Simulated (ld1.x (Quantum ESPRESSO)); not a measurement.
## Which change was made? (W, PAW)

```
Element                 : W
Generator               : ld1.x (Quantum ESPRESSO) 7.5
Type                    : PAW
Functional              : LDA (PZ)
Relativity              : scalar-relativistic
Frozen core             : [Kr] 4d10 4f14
Valence charge          : 14
Reference configuration : 5s2 5p6 5d3 6s0 6p0 (charge +3)
Partial waves           : 5s (bound): rcut 1.35, rcutus 1.45 bohr; 6s (bound, empty): rcut 1.35, rcutus 1.45 bohr; 5p (bound): rcut 1.80, rcutus 2.05 bohr; 6p (bound, empty): rcut 1.80, rcutus 2.05 bohr; 5d (bound): rcut 1.95, rcutus 2.20 bohr; 5d channel at -2 Ry: rcut 1.95, rcutus 2.20 bohr
Local potential         : all-electron potential smoothed inside 2.10 bohr (lloc = -1)
Core correction         : Bessel-smoothed model core, default radius (core density twice the valence density)
Augmentation charge     : BESSEL, radius 1.20 bohr
```

Cutoffs, loose and tight: the cutoffs (Ry, on a coarse ladder) from which the occupation-weighted sum of valence levels, in a spherical-Bessel basis at the reference potential, stays within 10 and 1 mRy of its value at 400 Ry. They do not see the model core or the augmentation charge, which bear on the density cutoff. Test errors are all-electron minus pseudo excitation energies from the reference, over the configurations 5s2 5p6 5d4 6s2 6p0; 5s2 5p6 5d4 6s1 6p0; 5s2 5p6 5d4 6s0 6p0; 5s2 5p6 5d4.5 6s1.5 6p0; 5s2 5p5 5d4 6s2 6p0; 5s2 5p6 5d2 6s0 6p0; 5s2 5p6 5d4 6s0 6p1 (two spin-polarised tests are not counted in the largest error); variants that change the core or the reference have their own tests. The largest error is taken over the tests solved by every variant that gives reliable tests at all, those not shown here included: 5s2 5p5 5d4 6s2 6p0; 5s2 5p6 5d2 6s0 6p0; 5s2 5p6 5d4 6s0 6p0; 5s2 5p6 5d4 6s1 6p0; 5s2 5p6 5d4 6s2 6p0; 5s2 5p6 5d4.5 6s1.5 6p0.

The base gives: outcome: generated; cutoff, loose: 25 Ry; cutoff, tight: 45 Ry; bound ghosts: none; largest test error (meV): -65.

(1) After one change the result is: outcome: generated; cutoff, loose: 21 Ry; cutoff, tight: 35 Ry; bound ghosts: none; largest test error (meV): test run stopped at test 1 of 9 (negative rho). Which change was it?
A. reference 5s2 5p6 5d4 6s1 6p0
B. core [Xe] 4f14, valence charge 6; reference 5d4 6s0.5 6p0; waves now 6s (bound): rcut 2.15, rcutus 2.80 bohr; 6s channel at -0.5 Ry: rcut 2.15, rcutus 2.80 bohr; 6p (bound): rcut 2.95, rcutus 3.20 bohr; 6p channel at 0.2 Ry: rcut 2.95, rcutus 3.20 bohr; 5d (bound): rcut 1.85, rcutus 2.10 bohr; 5d channel at -2 Ry: rcut 1.85, rcutus 2.10 bohr; local potential all-electron potential smoothed inside 2.90 bohr (lloc = -1); core correction a·sin(br)/r model core, default radius (core density twice the valence density); augmentation BESSEL, radius 1.65 bohr
C. local potential all-electron potential smoothed inside 1.14 bohr (lloc = -1)

Answers

(1) B. The others give: reference 5s2 5p6 5d4 6s1 6p0 → outcome: generated; cutoff, loose: 25 Ry; cutoff, tight: 45 Ry; bound ghosts: none; largest test error (meV): -112 | local potential all-electron potential smoothed inside 1.14 bohr (lloc = -1) → outcome: generated, overlap not positive; bound ghosts: s (p not tested, overlap not positive); largest test error (meV): -37. A file whose overlap is not positive is unfit for use, and its test errors describe a broken file.
